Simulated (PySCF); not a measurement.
Computed shifts of a molecule CH7GeNOSi, PySCF with PBE0/pcSseg-1, GIAO, gas phase, equivalent atoms averaged, in ppm (number of nuclei): ¹³C: 55.6 (1). ¹⁵N: 23.0 (1). ²⁹Si: -2.8 (1). ¹H: 6.41 (1), 6.11 (1), 5.91 (1), 4.09 (2), 0.10 (1), 0.07 (1). References: ¹⁷O against H2O (σ = 334.2 ppm); ⁷³Ge against GeH4 (σ = 1658.3 ppm); ¹³C against TMS (σ = 186.3 ppm); ¹⁵N against NH3 (σ = 267.4 ppm); ²⁹Si against TMS (σ = 352.7 ppm); ¹H against TMS (σ = 31.56 ppm), references at their B3LYP-D3(BJ)/def2-TZVP geometries, non-relativistic. Geometry optimised at PBE0-D3(BJ)/def2-SVP. Other conformers were not sampled.

Question: Which structure fits?
A. O[SiH2]/N=[CH]/[GeH3]
B. [OH][Ge@@H]1[CH2]N[SiH2]1
C. [NH2][Ge@@H]1[O]C[SiH2]1
D. [CH3][Ge@H]1[NH][SiH2][O]1

Answer: B, [OH][Ge@@H]1[CH2]N[SiH2]1
